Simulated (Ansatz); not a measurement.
```yaml
crystal:
  periodic: [false, false, false]
  atoms:
    - {symbol: C, position_ang: [-0.088221, 0.890461, -2.491833]}
    - {symbol: Al, position_ang: [0.499805, -0.292854, -0.409039]}
    - {symbol: C, position_ang: [2.446637, 0.496580, 0.883488]}
    - {symbol: C, position_ang: [-0.215235, -2.638821, -0.146045]}
    - {symbol: As, position_ang: [-1.904374, 1.108281, 1.564822]}
    - {symbol: H, position_ang: [0.756937, 0.506518, -3.500551]}
    - {symbol: H, position_ang: [0.027880, 2.249631, -2.383589]}
    - {symbol: H, position_ang: [-1.357592, 0.613663, -2.921477]}
    - {symbol: H, position_ang: [3.605281, 0.062196, 0.293531]}
    - {symbol: H, position_ang: [2.462194, 0.022072, 2.166896]}
    - {symbol: H, position_ang: [2.528398, 1.861254, 0.942841]}
    - {symbol: H, position_ang: [-0.158573, -3.070705, 1.151178]}
    - {symbol: H, position_ang: [0.610913, -3.461553, -0.867023]}
    - {symbol: H, position_ang: [-1.484652, -2.863669, -0.604923]}
    - {symbol: H, position_ang: [-3.138348, 2.347355, 0.852333]}
    - {symbol: H, position_ang: [-3.182444, 0.031376, 2.443697]}
    - {symbol: H, position_ang: [-1.432483, 2.137591, 3.075942]}
basis:
  gaussian: {orbitals: def2-TZVP}
magnetization: {spin_polarized: true, initial_magnetization: 6}
hamiltonian: {xc: {name: r2SCAN50}}
```

```sh
$ ansatz run in.yaml --threads 8 --pin off --events-out ev --progress --plain --max-ram 20889MiB
```

Output, abridged:

```
Functional definition: r2SCAN50
1941 factors; their error is unknown
mean field evaluation 1: about -70712.8931 eV, gradient 2.3e1 eV
mean field evaluation 2: about -70714.3886 eV, gradient 2.2e1 eV
mean field evaluation 4: about -70717.5676 eV, gradient 2.4e0 eV
mean field evaluation 8: about -70717.7921 eV, gradient 4.1e-1 eV
mean field evaluation 16: about -70717.8621 eV, gradient 1.3e-1 eV
mean field evaluation 32: about -70718.3920 eV, gradient 1.0e-3 eV
mean field -70718.39198522 eV, -2598.8529708090 hartree, gradient 2.8e-5 eV, S^2 12.032428; 6 other end points of the search recorded, 0 dependent functions left out
reference -70718.39199917 eV, -2598.8529713219 hartree; 41, 35 occupied and 209, 215 virtual orbitals, 1941 factors
Total energy: -70718.39199917 eV, -2598.8529713219 hartree
```

In this input the spin is set far too high for this molecule. The run converged. The result belongs to that input, not to the molecule as meant.
